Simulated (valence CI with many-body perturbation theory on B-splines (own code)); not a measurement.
**E1 transitions of W⁶⁸⁺**

Method: valence CI with perturbative core correlation (CI+MBPT): four valence electrons over a frozen Dirac-Fock core [He], a basis of 11 s, 11 p, 9 d, 7 f, 5 g, 2 h, 1 i functions for each j, with the one-electron correlation potential Σ1 (screened to all orders), the two-electron term Σ2, the three-electron term Σ3, Breit, model QED; selected single and double excitations, second order for the rest (own B-spline code, finite nucleus).

No measured spectrum was set against this ion. As an estimate, large intervals hold to a few tenths of a per cent, small ones and those within an open d or f shell to about a per cent. Among the levels kept, up to 270 cm⁻¹ of a level comes from second order outside the variational space, and about a tenth of that is noise between levels of different J, which matters for small intervals.

Lines 51 to 100 of 249 in falling wavelength, among levels below 103840 × 10³ cm⁻¹, chosen from the strongest by gf and those to the six lowest levels. Wavelengths and rates use the calculated energies. Electric multipoles are in the length gauge, E1 and E2 with the static RPA response of the core. Weak lines are less certain than strong ones. Lines between different terms over intervals too small for the method are left out, as are lines whose strength nearly cancels. The highest levels of a list are the least certain.

Levels are named by their leading jj configuration (3d3/2^4 stands for four electrons in 3d with j = 3/2), which in mixed levels can hold well under half, so a name can repeat and another be missing. Letters in brackets count levels of one name in rising energy.

```
λ vac (Å)                           Upper                        Lower   A (s⁻¹)  S (a.u.) with core polarisation  S without
    23.61          (2s^2 2p1/2 3p3/2) J=2          (2s^2 2p1/2 3s) J=1  1.48e+12                         4.81e-02   4.81e-02
    23.45  (2s 2p1/2 2p3/2 3p3/2) J=1 [c]  (2s 2p1/2 2p3/2 3s) J=1 [c]  6.63e+11                         1.27e-02   1.27e-02
    23.40          (2s^2 2p1/2 3p3/2) J=1          (2s^2 2p1/2 3s) J=0  1.05e+12                         1.99e-02   1.99e-02
    23.33  (2s 2p1/2 2p3/2 3p3/2) J=2 [b]      (2s 2p1/2 2p3/2 3s) J=3  3.80e+11                         1.19e-02   1.19e-02
    23.31          (2s 2p1/2^2 3p3/2) J=2          (2s 2p1/2^2 3s) J=1  1.44e+12                         4.50e-02   4.50e-02
    23.23  (2s 2p1/2 2p3/2 3p3/2) J=2 [d]  (2s 2p1/2 2p3/2 3s) J=1 [b]  9.00e+11                         2.78e-02   2.78e-02
    23.16          (2s^2 2p3/2 3p3/2) J=2          (2s^2 2p3/2 3s) J=1  8.46e+11                         2.59e-02   2.59e-02
    23.13  (2s 2p1/2 2p3/2 3p3/2) J=1 [c]      (2s 2p1/2 2p3/2 3s) J=0  7.91e+11                         1.45e-02   1.45e-02
    22.89  (2s 2p1/2 2p3/2 3p3/2) J=1 [d]  (2s 2p1/2 2p3/2 3s) J=1 [b]  9.85e+11                         1.75e-02   1.75e-02
    22.86  (2s 2p1/2 2p3/2 3p3/2) J=2 [a]  (2s 2p1/2 2p3/2 3s) J=2 [a]  6.90e+11                         2.03e-02   2.04e-02
    22.81  (2s 2p1/2 2p3/2 3p3/2) J=3 [b]      (2s 2p1/2 2p3/2 3s) J=3  8.80e+11                         3.61e-02   3.61e-02
    22.77          (2s^2 2p3/2 3p3/2) J=2          (2s^2 2p3/2 3s) J=2  8.29e+11                         2.42e-02   2.42e-02
    11.66              (2s^2 2p3/2^2) J=2       (2s 2p1/2^2 2p3/2) J=1  2.09e+10                         8.17e-05   8.18e-05
    10.77              (2s^2 2p3/2^2) J=2       (2s 2p1/2^2 2p3/2) J=2  2.54e+10                         7.82e-05   7.84e-05
    7.359      (2s 2p1/2 2p3/2^2) J=2 [a]       (2s^2 2p1/2 2p3/2) J=1  2.86e+12                         2.81e-03   2.81e-03
    7.246          (2s 2p1/2 2p3/2^2) J=3       (2s^2 2p1/2 2p3/2) J=2  2.75e+12                         3.62e-03   3.62e-03
    7.102                (2s 2p3/2^3) J=2           (2s^2 2p3/2^2) J=2  9.30e+12                         8.22e-03   8.23e-03
    7.070           (2p1/2^2 2p3/2^2) J=2       (2s 2p1/2^2 2p3/2) J=1  8.48e+12                         7.40e-03   7.41e-03
    7.059             (2p1/2 2p3/2^3) J=1   (2s 2p1/2 2p3/2^2) J=1 [a]  1.29e+13                         6.71e-03   6.72e-03
    7.042  (2s 2p1/2 2p3/2 3p3/2) J=2 [c]       (2s^2 2p1/2 3p3/2) J=1  1.08e+13                         9.31e-03   9.32e-03
    7.026  (2s 2p1/2 2p3/2 3p3/2) J=3 [c]       (2s^2 2p1/2 3p3/2) J=2  1.10e+13                         1.32e-02   1.32e-02
    7.022  (2s 2p1/2 2p3/2 3d3/2) J=2 [c]       (2s^2 2p1/2 3d3/2) J=2  1.03e+13                         8.79e-03   8.80e-03
    7.022             (2p1/2 2p3/2^3) J=2   (2s 2p1/2 2p3/2^2) J=2 [b]  1.68e+13                         1.44e-02   1.44e-02
    7.014                   (2p3/2^4) J=0             (2s 2p3/2^3) J=1  3.76e+13                         6.41e-03   6.42e-03
    7.012  (2s 2p1/2 2p3/2 3d3/2) J=1 [d]       (2s^2 2p1/2 3d3/2) J=1  7.79e+12                         3.98e-03   3.98e-03
    6.995  (2s 2p1/2 2p3/2 3p1/2) J=1 [b]       (2s^2 2p1/2 3p1/2) J=1  1.28e+13                         6.47e-03   6.48e-03
    6.994     (2s 2p1/2 2p3/2 3s) J=1 [b]          (2s^2 2p1/2 3s) J=1  1.07e+13                         5.39e-03   5.40e-03
    6.993  (2s 2p1/2 2p3/2 3d3/2) J=2 [d]       (2s^2 2p1/2 3d3/2) J=1  9.75e+12                         8.23e-03   8.24e-03
    6.992  (2s 2p1/2 2p3/2 3d3/2) J=3 [c]       (2s^2 2p1/2 3d3/2) J=2  1.03e+13                         1.22e-02   1.22e-02
    6.989  (2s 2p1/2 2p3/2 3d3/2) J=1 [c]       (2s^2 2p1/2 3d3/2) J=2  9.96e+12                         5.03e-03   5.04e-03
    6.984  (2s 2p1/2 2p3/2 3p1/2) J=2 [c]       (2s^2 2p1/2 3p1/2) J=1  1.15e+13                         9.66e-03   9.67e-03
    6.983  (2s 2p1/2 2p3/2 3p1/2) J=1 [c]       (2s^2 2p1/2 3p1/2) J=0  1.21e+13                         6.12e-03   6.13e-03
    6.961  (2s 2p1/2 2p3/2 3p3/2) J=1 [c]       (2s^2 2p1/2 3p3/2) J=1  7.74e+12                         3.86e-03   3.87e-03
    6.960  (2s 2p1/2 2p3/2 3p3/2) J=2 [d]       (2s^2 2p1/2 3p3/2) J=2  1.05e+13                         8.75e-03   8.76e-03
    6.958     (2s 2p1/2 2p3/2 3s) J=2 [c]          (2s^2 2p1/2 3s) J=1  1.11e+13                         9.22e-03   9.24e-03
    6.956     (2s 2p1/2 2p3/2 3s) J=1 [c]          (2s^2 2p1/2 3s) J=0  1.00e+13                         4.99e-03   4.99e-03
    6.951       (2p1/2^2 2p3/2 3p1/2) J=2       (2s 2p1/2^2 3p1/2) J=1  8.67e+12                         7.18e-03   7.19e-03
    6.929  (2s 2p1/2 2p3/2 3p3/2) J=1 [d]       (2s^2 2p1/2 3p3/2) J=2  7.31e+12                         3.60e-03   3.61e-03
    6.925          (2p1/2^2 2p3/2 3s) J=2          (2s 2p1/2^2 3s) J=1  8.55e+12                         7.00e-03   7.01e-03
    6.917          (2s 2p1/2 2p3/2^2) J=0       (2s^2 2p1/2 2p3/2) J=1  9.86e+12                         1.61e-03   1.61e-03
    6.900      (2s 2p1/2 2p3/2^2) J=1 [a]       (2s^2 2p1/2 2p3/2) J=2  1.67e+12                         8.14e-04   8.16e-04
    6.882          (2s 2p1/2^2 2p3/2) J=1           (2s^2 2p1/2^2) J=0  1.25e+13                         6.05e-03   6.05e-03
    6.865      (2s 2p1/2 2p3/2^2) J=2 [b]       (2s^2 2p1/2 2p3/2) J=2  1.76e+13                         1.41e-02   1.41e-02
    6.848      (2s 2p1/2 2p3/2^2) J=1 [b]       (2s^2 2p1/2 2p3/2) J=2  1.08e+13                         5.16e-03   5.16e-03
    6.831      (2s 2p1/2 2p3/2^2) J=1 [a]       (2s^2 2p1/2 2p3/2) J=1  1.76e+13                         8.33e-03   8.34e-03
    6.815           (2p1/2^2 2p3/2^2) J=0       (2s 2p1/2^2 2p3/2) J=1  2.00e+13                         3.12e-03   3.13e-03
    6.797      (2s 2p1/2 2p3/2^2) J=2 [b]       (2s^2 2p1/2 2p3/2) J=1  1.33e+12                         1.03e-03   1.03e-03
    6.780      (2s 2p1/2 2p3/2^2) J=1 [b]       (2s^2 2p1/2 2p3/2) J=1  2.49e+11                         1.15e-04   1.15e-04
    6.767                (2s 2p3/2^3) J=1           (2s^2 2p3/2^2) J=2  1.74e+13                         7.99e-03   8.00e-03
    6.732           (2p1/2^2 2p3/2^2) J=2       (2s 2p1/2^2 2p3/2) J=2  9.52e+12                         7.17e-03   7.18e-03
```
